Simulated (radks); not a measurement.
Polarisabilities and homonuclear dispersion coefficients (atomic units). All-electron calculation, non-relativistic Kohn-Sham, PBE, spin-polarised, spherical densities, point nucleus; open shells are filled with parallel spins first (spin-orbit coupling, left out, can overturn this in heavy ions). Program: a radial shooting solver on a logarithmic mesh with Libxc functionals. Response by self-consistent Sternheimer equations with the Hartree and adiabatic LDA kernel. For heavy and open-shell atoms this level of theory can miss by tens of per cent. "Uncoupled" leaves out the induced potential. Quadrupole and octupole values are given only where no p, d or f shell is open. The Sternheimer factor gamma scales a distant field gradient at the nucleus by 1 - gamma.

species      configuration  alpha1 (bohr^3)  alpha1, uncoupled  alpha2 (bohr^5)  alpha3 (bohr^7)     C6     C8  Sternheimer gamma  recommended alpha1
P             [Ne] 3s2 3p3            27.75              41.52                -                -  205.0      -                  -            25 +/- 1
Li                [He] 2s1            137.7              158.5             1653            45630   1077  83790              0.829  164.113 +/- 0.0005
Kr                    [Kr]            18.12              27.83            114.4             1578  141.0   4658              -82.5      16.78 +/- 0.02
Co+               [Ar] 3d8            10.68              14.14                -                -  37.89      -                  -                   -
Co            [Ar] 3d7 4s2            53.95              97.80                -                -  456.9      -                  -            55 +/- 4
B2+               [He] 2s1            6.582              7.746            7.527            31.79  8.554  77.58              0.352                   -
Mn+           [Ar] 3d5 4s1            28.18              39.45                -                -  146.2      -                  -                   -
In       [Kr] 4d10 5s2 5p1            80.47              118.5                -                -  843.1      -                  -            65 +/- 4

Recommended values: Schwerdtfeger and Nagle, table of static dipole polarisabilities (2023 update), measured or computed.

Beside tabulated values, note that relativity, absent from the non-relativistic runs, is large for the heavy elements.
